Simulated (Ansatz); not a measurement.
Ideal-gas functions of `Br[SiH2]C1=CN1` at 298.15 K and 1 bar, from an Ansatz frequency run at PBE0-D4/def2-TZVP.

Molar mass 150.05 g/mol, point group C1 (symmetry number 1), electronic degeneracy 1, moments of inertia 80.255, 444.715, 492.792 u Å². Harmonic wavenumbers (cm⁻¹, unscaled): 63, 85, 180, 289, 427, 482, 580, 698, 713, 764, 833, 931, 952, 1096, 1144, 1353, 1860, 2257, 2268, 3302, 3363.

Use S(trans) = R[1.5 ln M + 2.5 ln T − 1.1517]; rotational temperatures θ = 24.2544 K / I; S(rot) = R[ln(√π/σ · √(T³/θAθBθC)) + 1.5]; for each mode x = 1.438777 ν̃/T, S = R[x/(eˣ − 1) − ln(1 − e⁻ˣ)] and H = RT x/(eˣ − 1); 1 cm⁻¹ = 0.0119627 kJ/mol; R = 8.31446 J/(mol·K).

Q: By hand: the entropy, in J/(mol·K).

A: Translation 171.4. Rotation: θ = 0.3022, 0.0545, 0.0492 K, giving 117.9. Vibration, mode by mode: 18.25, 15.78, 9.74, 6.19, 3.63, 2.95, 2.03, 1.29, 1.22, 1.00, 0.76, 0.52, 0.47, 0.27, 0.22, 0.09, 0.01, 0.00, 0.00, 0.00, 0.00, in all 64.4. Electronic 0.0. Sum 353.7 J/(mol·K).

Q: By hand: H − E and G − E in kJ/mol, counted from the electronic energy.

A: Zero-point energy ½ × 23640 × 0.0119627 = 141.4; thermal vibration 10.0; translation, rotation and pV give 4 RT = 9.9. H − E = 161.3 kJ/mol, and G − E = 161.3 − 298.15 × 353.7/1000 = 55.8 kJ/mol.

Vibration gives 18 % of the entropy, 34.0 J/(mol·K) of it from the modes under 150 cm⁻¹: soft modes count most, and the harmonic formula is weakest for them. The sum counts one conformer and one mirror image; others add a mixing term.
